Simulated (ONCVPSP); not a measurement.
phosphorus (P): excitation energies, all-electron against ONCV

```json
{"Element": "P (Z = 15)", "Generator": "ONCVPSP 4.0.1", "Type": "optimised norm-conserving Vanderbilt (ONCV)", "Functional": "LDA (Perdew-Zunger)", "Relativity": "scalar-relativistic", "Frozen core": "[Ne]", "Valence charge": "5", "Reference configuration": "3s2 3p3", "Partial waves": "3s: rc 1.60 bohr, ncon 4, nbas 8, qcut 4.5 1/bohr, 2 projectors, debl 2 Ha; 3p: rc 1.45 bohr, ncon 4, nbas 8, qcut 6.5 1/bohr, 2 projectors, debl 0.4 Ha; d scattering state at 0.04 Ha: rc 1.65 bohr, ncon 5, nbas 8, qcut 6.1 1/bohr, 2 projectors, debl 3.2 Ha", "Local potential": "polynomial inside 1.20 bohr (lpopt 5, dvloc0 0 Ha)", "Core correction": "polynomial model core, fcfact 0.45"}
```

Energies are relative to the spin-unpolarised reference configuration 3s2 3p3; without spin polarisation the order of configurations can differ from experiment.

| valence configuration | charge | ΔE all-electron (eV) | error AE − PS (meV) |
| --- | --- | --- | --- |
| 3s2 3p2 | +1 | 9.821 | +1.0 |
| 3s2 3p1 | +2 | 29.070 | +12 |
| 3s2 3p0 | +3 | 58.965 | +52 |
| 3s1 3p3 | +1 | 18.893 | +0.4 |

Levels in the configuration 3s2 3p0:

```csv
level,all-electron (eV),pseudo (eV)
3s,-45.748,-45.689
```
